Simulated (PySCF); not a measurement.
F₂H₂OSeSi.

```xyz
7

O     -1.0117     1.5825     0.9806
Si    -0.7367     0.0870     0.3856
F     -1.8390    -0.3383    -0.7044
F     -0.9053    -0.8942     1.6410
Se     1.2344    -0.1606    -0.6643
H     -0.8255     2.3292     0.4037
H      1.9642     0.3455     0.5095
```

Coordinates come from a PBE0-D3(BJ)/def2-SVP optimisation. This is a generated structure with no PubChem entry under its InChIKey; it may be hypothetical. One conformer was computed; it need not be the lowest.

Method: B3LYP/pcSseg-1 run with PySCF. Non-relativistic, no solvent.

Computed absolute GIAO shielding of each atom: isotropic value and principal components (ppm):
```json
[
 {"atom": "O1", "σ(iso)": "244.2", "σ11": "205.4", "σ22": "218.5", "σ33": "308.8", "span": "103.3"},
 {"atom": "Si2", "σ(iso)": "376.8", "σ11": "331.2", "σ22": "383.3", "σ33": "415.9", "span": "84.7"},
 {"atom": "F3", "σ(iso)": "289.8", "σ11": "236.3", "σ22": "250.0", "σ33": "383.0", "span": "146.8"},
 {"atom": "F4", "σ(iso)": "299.6", "σ11": "247.2", "σ22": "260.6", "σ33": "391.2", "span": "143.9"},
 {"atom": "Se5", "σ(iso)": "2106.6", "σ11": "1875.5", "σ22": "2004.9", "σ33": "2439.5", "span": "564.0"},
 {"atom": "H6", "σ(iso)": "28.9", "σ11": "21.8", "σ22": "24.5", "σ33": "40.4", "span": "18.6"},
 {"atom": "H7", "σ(iso)": "30.8", "σ11": "21.2", "σ22": "26.2", "σ33": "45.1", "span": "23.9"}
]
```
